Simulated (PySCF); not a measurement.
`C[SiH2]N([SiH3])[SiH2]/C=C\C#N`: 4 charge schemes on one density

Species: C4H12N2Si3.
Numbering: `[CH3:1][SiH2:2][N:3]([SiH3:4])[SiH2:5]/[CH:6]=[CH:7]\[C:8]#[N:9]` (hydrogens: H10, H11, H12 on C1; H13, H14 on Si2; H15, H16, H17 on Si4; H18, H19 on Si5; H20 on C6; H21 on C7)

Structure used (GFN2-xTB), in Å, numbered top down from 1:
```xyz
21
C4H12N2Si3 angstrom
C      2.9062   -1.0276   -0.5751
Si     2.2874    0.3193    0.5955
N      0.5563    0.5403    0.4417
Si    -0.2335    1.7074    1.4768
Si    -0.3638   -0.4129   -0.6881
C     -2.1006    0.3151   -0.7602
C     -3.2152   -0.2925   -0.3540
C     -3.2378   -1.5870    0.1981
N     -3.3045   -2.6373    0.6557
H      2.7633   -0.7541   -1.6153
H      3.9671   -1.1978   -0.4233
H      2.3918   -1.9680   -0.4081
H      2.5738   -0.0585    1.9849
H      2.9309    1.6008    0.2728
H     -0.6970    2.8331    0.6585
H     -1.3693    1.0639    2.1384
H      0.7508    2.1691    2.4493
H      0.1922   -0.2709   -2.0411
H     -0.4094   -1.8127   -0.2663
H     -2.2040    1.3123   -1.1683
H     -4.1936    0.1749   -0.4177
```

Density: PBE0/pcSseg-1 (PySCF); schemes: Mulliken, IAO, Hirshfeld and ESP-fitted. The structure is a single GFN2-xTB conformer in the gas phase; no vibrational or solvent corrections. GFN2-xTB frequencies show an imaginary mode (22i cm⁻¹), so this geometry is no minimum at that level.

**Question.** Which atoms carry the lowest charge in the Mulliken, IAO, Hirshfeld and ESP-fitted schemes?

**Answer.** The schemes don't all agree: Mulliken N3 (-1.098); IAO N3 (-1.039); Hirshfeld N3 (-0.350); ESP-fitted C1 (-0.666).

**Question.** At which atom do the 4 schemes differ most?

**Answer.** At N3: from -1.098 (Mulliken) to -0.350 e (Hirshfeld), 0.748 e apart.

**Question.** Tabulate the Mulliken, IAO, Hirshfeld and ESP-fitted charges.

**Answer.** In e:

```tsv
atom	environment	Mulliken	IAO	Hirshfeld	ESP-fitted
C1	Si-methyl carbon	-0.672	-0.728	-0.210	-0.666
Si2	SiH2 silicon	+0.787	+0.897	+0.374	+0.738
N3	nitrogen bridging silicon atoms	-1.098	-1.039	-0.350	-0.531
Si4	SiH3 silicon	+0.651	+0.741	+0.343	+0.456
Si5	SiH2 silicon	+0.886	+0.886	+0.369	+0.440
C6	alkene CH carbon	-0.445	-0.388	-0.101	-0.226
C7	alkene CH carbon	-0.069	-0.162	-0.014	-0.306
C8	nitrile carbon	+0.062	+0.133	+0.082	+0.483
N9	nitrile nitrogen	-0.236	-0.228	-0.207	-0.477
H10	methyl hydrogen	+0.150	+0.160	+0.044	+0.165
H11	methyl hydrogen	+0.153	+0.167	+0.051	+0.174
H12	methyl hydrogen	+0.153	+0.160	+0.046	+0.161
H13	Si–H hydrogen	-0.091	-0.145	-0.085	-0.163
H14	Si–H hydrogen	-0.095	-0.148	-0.087	-0.170
H15	Si–H hydrogen	-0.099	-0.143	-0.084	-0.112
H16	Si–H hydrogen	-0.085	-0.129	-0.080	-0.085
H17	Si–H hydrogen	-0.089	-0.119	-0.070	-0.098
H18	Si–H hydrogen	-0.101	-0.139	-0.079	-0.096
H19	Si–H hydrogen	-0.068	-0.128	-0.074	-0.056
H20	vinylic hydrogen	+0.154	+0.171	+0.058	+0.174
H21	vinylic hydrogen	+0.153	+0.182	+0.072	+0.196
```

Mean size of the charges over all atoms: IAO 0.333 e, Mulliken 0.300 e, ESP-fitted 0.284 e, Hirshfeld 0.137 e. Each set sums to the total charge, 0, to within 0.001 e. The ESP scheme is a least-squares fit of atom-centred charges to the potential on four shells outside the van der Waals surface, with the total charge fixed.

**Question.** How many electrons does the ESP-fitted scheme count on Si4?

**Answer.** Z − q = 14 − (+0.456) = 13.544.

**Question.** Sum the charges by element.

**Answer.** 
| element | atoms | Mulliken | IAO | Hirshfeld | ESP-fitted |
| --- | --- | --- | --- | --- | --- |
| C | 4 | -1.124 | -1.145 | -0.242 | -0.714 |
| Si | 3 | +2.325 | +2.524 | +1.087 | +1.634 |
| N | 2 | -1.335 | -1.267 | -0.556 | -1.008 |
| H | 12 | +0.135 | -0.112 | -0.288 | +0.089 |

**Question.** How closely do the schemes follow one another over all atoms?

**Answer.** Correlation coefficient and root-mean-square difference: Mulliken with IAO 0.99, 0.054 e; IAO with Hirshfeld 0.97, 0.279 e; Mulliken with Hirshfeld 0.96, 0.265 e; Hirshfeld with ESP-fitted 0.91, 0.197 e; IAO with ESP-fitted 0.91, 0.196 e; Mulliken with ESP-fitted 0.88, 0.209 e.
